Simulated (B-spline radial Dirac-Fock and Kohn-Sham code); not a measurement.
# Dipole and non-dipole photoemission parameters of Mn⁷⁺ 3s

System: manganese as Mn⁷⁺, configuration [Ne] 3s2 3p6; threshold 227.8 eV (orbital energy of the model). The computed values come from a B-spline atomic structure program: Dirac-Hartree-Slater photoionisation with a Latter tail; cross sections with all multipoles, angular parameters from the dipole term and its interference with E2.

```
hν (eV)  σ (kb)      β       γ
    277     201  1.999   0.226
    404     114  1.999   0.086
    508       ?      ?       ?
    600    58.8  2.000  -0.017
    602    58.5  2.000  -0.017
    923    27.2  2.000  -0.052
   1000    23.3  2.000  -0.047
   1600    9.41  2.000   0.051
   2220    4.82  2.000   0.197
 2984.4    2.57  2.000   0.381
   4000    1.35  2.000   0.615
   4330    1.12  2.000   0.687
   4360    1.11  2.000   0.693
 5414.7   0.669  1.999   0.907
   6390   0.451  1.999   1.088
   6670   0.407  1.999   1.138
   9170   0.185  1.999   1.536
 9251.7   0.181  1.999   1.548
   9330   0.177  1.999   1.560
  14000  0.0621  1.999   2.159
  15000  0.0517  1.999   2.271
```

Task: Give the values at 508 eV.

Result: σ = 78.5 kb, β = 1.999, γ = 0.020. For an s subshell δ is negligible.
